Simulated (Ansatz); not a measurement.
Two isomers of CH6BNS: A = `CNBS`, B = `BSCN`.

Program: Ansatz. Geometries: PBE0-D4/def2-TZVP. ΔE: electronic, gas phase. CCSD(T)/CBS is the MP2 limit (def2-TZVPP, def2-QZVPP) plus CCSD(T) − MP2 in def2-TZVPP, frozen cores. DFT in def2-TZVPP. B3LYP here is the variant with VWN-RPA as its local correlation; programs differ in this. One conformer a species, not always the lowest.

A:

```xyz
10

C     1.107   -0.752   -0.807
N    -0.010   -0.557    0.088
B    -0.598    0.662    0.399
S    -2.004    0.723    1.553
H     1.963   -1.200   -0.292
H     0.840   -1.398   -1.649
H     1.418    0.213   -1.204
H    -0.361   -1.408    0.500
H    -0.179    1.667   -0.092
H    -2.175    2.050    1.503
```

B:

```xyz
10

B    -1.554   -0.964    0.760
S    -0.864    0.639    0.961
C     0.290    0.792   -0.442
N     1.436   -0.065   -0.270
H    -2.337   -1.310    1.591
H    -1.257   -1.642   -0.174
H     0.508    1.866   -0.504
H    -0.243    0.501   -1.347
H     1.995    0.227    0.522
H     2.024   -0.044   -1.095
```

Task: Which is lower in electronic energy at CCSD(T)/CBS, and by how much? (Best estimate.)

Result: The calculation gave: A, by 161.7 kJ/mol.

Task: Give E(B) − E(A) in kJ/mol with CCSD/def2-TZVPP, B3LYP, B2PLYP, HF/def2-TZVPP, B3LYP-D4, PBE-D4, r2SCAN-D4. (Estimate.)

Result: Ansatz gave: CCSD/def2-TZVPP 165.8, B3LYP 167.1, B2PLYP 165.9, HF/def2-TZVPP 168.4, B3LYP-D4 164.4, PBE-D4 159.9, r2SCAN-D4 164.5. None reverses the order clearly.

Task: Does the order hold for the free energy at 298.15 K (harmonic terms from PBE0-D4)? (An estimate is asked.)

Result: Ansatz gave: Yes: G(B) − G(A) = +159.5 kJ/mol, for one conformer each.

Largest T1 diagnostic: 0.013.

From BLYP to BHLYP (50 % exact exchange), in def2-TZVPP and without D4, E(B) − E(A) moves by +5.6 kJ/mol. Leaving LDA and LC-ωPBE aside and taking each functional with its dispersion term where it has one, the values, not all of them listed here, spread over 13.6 kJ/mol, from revPBE-D4 to CAM-B3LYP-D4. LDA lies +8.2 kJ/mol from PBE without D4.
